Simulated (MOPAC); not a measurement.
Job for MOPAC: PM7 on C3H9B (SMILES BC(C)C), a point of a torsion scan.

```
PM7 1SCF PRECISE CHARGE=0 THREADS=1
C3H9B

B     -0.33570035 1     1.57944304 1     0.21809777 1
C      0.09613571 1     0.07145521 1     0.34563578 1
C      0.16467641 1    -0.69716154 1    -0.98017092 1
C      1.37609037 1    -0.17607875 1     1.15290975 1
H     -1.04984875 1     1.91173090 1    -0.64571548 1
H      0.00391383 1     2.36090631 1     1.01830245 1
H     -0.73439011 1    -0.36938497 1     0.92336901 1
H      0.34636544 1    -1.75698453 1    -0.80610689 1
H      0.97555714 1    -0.31214228 1    -1.59506573 1
H     -0.76356433 1    -0.59382721 1    -1.53642449 1
H      2.23726439 1     0.22756452 1     0.62433163 1
H      1.54136271 1    -1.24219185 1     1.30354162 1
H      1.31840005 1     0.30383528 1     2.12665291 1
```

The log:

```
*******************************************************************************
 **                                                                           **
 **                              MOPAC v23.2.5                                **
 **                                                                           **
 *******************************************************************************
 ** MOPAC's Digital Object Identifier: https://doi.org/10.5281/zenodo.6511958 **
 **                                                                           **
 ** Please cite the open-source release paper for use of this MOPAC version:  **
 ** J. E. Moussa and J. J. P. Stewart (2026)                                  **
 ** MOPAC: An open-source semiempirical molecular orbital program             **
 ** J. Open Source Softw., 11(119), 8025, https://doi.org/10.21105/joss.08025 **
 *******************************************************************************

                              PM7 CALCULATION RESULTS

 *******************************************************************************
 *  PM7        - The PM7 Hamiltonian to be used
 *
 *
 *
 *                 CHARGE ON SYSTEM = 0
 *
 *
 *
 *  PRECISE    - TIGHTER CRITERIA TO BE USED
 *  1SCF       - DO 1 SCF AND THEN STOP
 *  THREADS=1  - MULTI-THREADING NOT USED
 *  T=         - A TIME OF 172800.0 SECONDS REQUESTED
 *  DUMP=N     - RESTART FILE WRITTEN EVERY 7200.0 SECONDS REQUESTED
 *******************************************************************************
PM7 1SCF PRECISE CHARGE=0 THREADS=1
 C3H9B

   ATOM   CHEMICAL          X               Y               Z
  NUMBER   SYMBOL      (ANGSTROMS)     (ANGSTROMS)     (ANGSTROMS)

     1       B         -0.33570035  *   1.57944304  *   0.21809777  *
     2       C          0.09613571  *   0.07145521  *   0.34563578  *
     3       C          0.16467641  *  -0.69716154  *  -0.98017092  *
     4       C          1.37609037  *  -0.17607875  *   1.15290975  *
     5       H         -1.04984875  *   1.91173090  *  -0.64571548  *
     6       H          0.00391383  *   2.36090631  *   1.01830245  *
     7       H         -0.73439011  *  -0.36938497  *   0.92336901  *
     8       H          0.34636544  *  -1.75698453  *  -0.80610689  *
     9       H          0.97555714  *  -0.31214228  *  -1.59506573  *
    10       H         -0.76356433  *  -0.59382721  *  -1.53642449  *
    11       H          2.23726439  *   0.22756452  *   0.62433163  *
    12       H          1.54136271  *  -1.24219185  *   1.30354162  *
    13       H          1.31840005  *   0.30383528  *   2.12665291  *



          CARTESIAN COORDINATES

    NO.       ATOM           X           Y           Z

     1         B         -0.3357      1.5794      0.2181
     2         C          0.0961      0.0715      0.3456
     3         C          0.1647     -0.6972     -0.9802
     4         C          1.3761     -0.1761      1.1529
     5         H         -1.0498      1.9117     -0.6457
     6         H          0.0039      2.3609      1.0183
     7         H         -0.7344     -0.3694      0.9234
     8         H          0.3464     -1.7570     -0.8061
     9         H          0.9756     -0.3121     -1.5951
    10         H         -0.7636     -0.5938     -1.5364
    11         H          2.2373      0.2276      0.6243
    12         H          1.5414     -1.2422      1.3035
    13         H          1.3184      0.3038      2.1267

 General Reference for PM7:
 "Optimization of Parameters for Semiempirical Methods VI: More Modifications to the
 NDDO Approximations and Re-optimization of Parameters", J. J. P. Stewart, J. Mol. Mod., 1:32, 19 (2013)
 https://link.springer.com/article/10.1007/s00894-012-1667-x

           Empirical Formula: C3 H9 B  =    13 atoms



      MOLECULAR POINT GROUP   :   C1


      RHF CALCULATION, NO. OF DOUBLY OCCUPIED LEVELS = 12


 -------------------------------------------------------------------------------
 PM7 1SCF PRECISE CHARGE=0 THREADS=1
 C3H9B



     1SCF WAS SPECIFIED, SO BFGS WAS NOT USED
     SCF FIELD WAS ACHIEVED


                              PM7 CALCULATION
                                                       MOPAC v23.2.5 Linux




          FINAL HEAT OF FORMATION =         -5.16484 KCAL/MOL =     -21.60970 KJ/MOL


          COSMO AREA              =        115.50 SQUARE ANGSTROMS
          COSMO VOLUME            =        103.32 CUBIC ANGSTROMS

          IONIZATION POTENTIAL    =         10.633846 EV
          HOMO LUMO ENERGIES (EV) =        -10.634 -0.310
          NO. OF FILLED LEVELS    =         12
          MOLECULAR WEIGHT        =         55.9141         POINT GROUP:  C1

          MOLECULAR DIMENSIONS (Angstroms)

            Atom       Atom       Distance
            H    12    H     5     4.52341
            H     6    H    10     3.94666
            H     9    H     7     2.76141


          SCF CALCULATIONS        =          1





   ATOM   CHEMICAL          X               Y               Z
  NUMBER   SYMBOL      (ANGSTROMS)     (ANGSTROMS)     (ANGSTROMS)

     1       B         -0.33570035  *   1.57944304  *   0.21809777  *
     2       C          0.09613571  *   0.07145521  *   0.34563578  *
     3       C          0.16467641  *  -0.69716154  *  -0.98017092  *
     4       C          1.37609037  *  -0.17607875  *   1.15290975  *
     5       H         -1.04984875  *   1.91173090  *  -0.64571548  *
     6       H          0.00391383  *   2.36090631  *   1.01830245  *
     7       H         -0.73439011  *  -0.36938497  *   0.92336901  *
     8       H          0.34636544  *  -1.75698453  *  -0.80610689  *
     9       H          0.97555714  *  -0.31214228  *  -1.59506573  *
    10       H         -0.76356433  *  -0.59382721  *  -1.53642449  *
    11       H          2.23726439  *   0.22756452  *   0.62433163  *
    12       H          1.54136271  *  -1.24219185  *   1.30354162  *
    13       H          1.31840005  *   0.30383528  *   2.12665291  *

                             CARTESIAN COORDINATES

   1    B       -0.335700350     1.579443040     0.218097770
   2    C        0.096135710     0.071455210     0.345635780
   3    C        0.164676410    -0.697161540    -0.980170920
   4    C        1.376090370    -0.176078750     1.152909750
   5    H       -1.049848750     1.911730900    -0.645715480
   6    H        0.003913830     2.360906310     1.018302450
   7    H       -0.734390110    -0.369384970     0.923369010
   8    H        0.346365440    -1.756984530    -0.806106890
   9    H        0.975557140    -0.312142280    -1.595065730
  10    H       -0.763564330    -0.593827210    -1.536424490
  11    H        2.237264390     0.227564520     0.624331630
  12    H        1.541362710    -1.242191850     1.303541620
  13    H        1.318400050     0.303835280     2.126652910


           Empirical Formula: C3 H9 B  =    13 atoms



      MOLECULAR POINT GROUP   :   C1


                  EIGENVALUES
 -28.18140 -23.90012 -19.98489 -16.05876 -15.37341 -14.26622 -13.94425 -13.21834
 -12.19461 -11.84010 -11.30771 -10.63385  -0.30965   3.08816   3.91644   4.42588
   4.65673   5.84977   5.97805   6.00725   6.06440   6.31819   6.53502   7.11538
   7.19555


              NET ATOMIC CHARGES AND DIPOLE CONTRIBUTIONS

  ATOM NO.   TYPE          CHARGE      No. of ELECS.   s-Pop       p-Pop
    1          B           0.014791        2.9852     0.79790     2.18731
    2          C          -0.224606        4.2246     1.05871     3.16589
    3          C          -0.431131        4.4311     1.05077     3.38036
    4          C          -0.432356        4.4324     1.05090     3.38146
    5          H           0.039570        0.9604     0.96043
    6          H           0.040104        0.9599     0.95990
    7          H           0.148689        0.8513     0.85131
    8          H           0.140481        0.8595     0.85952
    9          H           0.141812        0.8582     0.85819
   10          H           0.140436        0.8596     0.85956
   11          H           0.142004        0.8580     0.85800
   12          H           0.140033        0.8600     0.85997
   13          H           0.140173        0.8598     0.85983
 DIPOLE           X         Y         Z       TOTAL
 POINT-CHG.    -0.216     0.124     0.079     0.261
 HYBRID         0.139    -0.481     0.041     0.503
 SUM           -0.077    -0.357     0.119     0.384


          ATOMIC ORBITAL ELECTRON POPULATIONS

     Atom    s        px        py        pz
    1  B   0.79790   0.45036   0.93920   0.79776
    2  C   1.05871   1.03573   1.12010   1.01006
    3  C   1.05077   1.17033   1.13454   1.07549
    4  C   1.05090   1.08582   1.16461   1.13103
    5  H   0.96043
    6  H   0.95990
    7  H   0.85131
    8  H   0.85952
    9  H   0.85819
   10  H   0.85956
   11  H   0.85800
   12  H   0.85997
   13  H   0.85983

 **********************
 *                    *
 * JOB ENDED NORMALLY *
 *                    *
 **********************




 == MOPAC DONE ==
```

The run finished.

Cost: very roughly 0.04 core-seconds.
